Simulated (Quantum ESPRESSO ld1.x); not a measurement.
Eu IV, 60 electrons, occupied as [Xe] 4f6 (the NIST ground configuration). Calculated with ld1.x of Quantum ESPRESSO 7.5: scalar-relativistic Kohn-Sham, LDA (Slater exchange, Perdew-Wang correlation), spin-polarised, spherical densities, point nucleus; open shells are filled with parallel spins first.

Unscreened Slater integrals over Kohn-Sham orbitals (eV). They are taken over the spin-up orbitals.

integral,value
"F0(4f,4f)",29.187
"F2(4f,4f)",13.753
"F4(4f,4f)",8.6030
"F6(4f,4f)",6.1816
"F0(4f,5p)",18.914
"F2(4f,5p)",6.6932
"G2(4f,5p)",3.5445
"G4(4f,5p)",2.7391
"F0(4f,5s)",21.071
"G3(4f,5s)",4.0936
"F0(4f,4d)",32.723
"F2(4f,4d)",15.585
"F4(4f,4d)",9.9241
"G1(4f,4d)",18.349
"G3(4f,4d)",11.494
"G5(4f,4d)",8.1186
"F0(5p,5p)",15.858
"F2(5p,5p)",8.5656
"F0(5p,5s)",16.895
"G1(5p,5s)",11.331
"F0(5p,4d)",19.820
"F2(5p,4d)",5.6181
"G1(5p,4d)",1.5726
"G3(5p,4d)",1.5359
"F0(5s,5s)",18.236
"F0(5s,4d)",22.316
"G2(5s,4d)",2.3925
"F0(4d,4d)",37.609
"F2(4d,4d)",19.105
"F4(4d,4d)",12.778

Derived for the open shells (J is the average intra-shell exchange parameter used in DFT+U). 4f: F4/F2 = 0.626, F6/F2 = 0.449, J = (286 F2 + 195 F4 + 250 F6)/6435 = 1.112 eV.
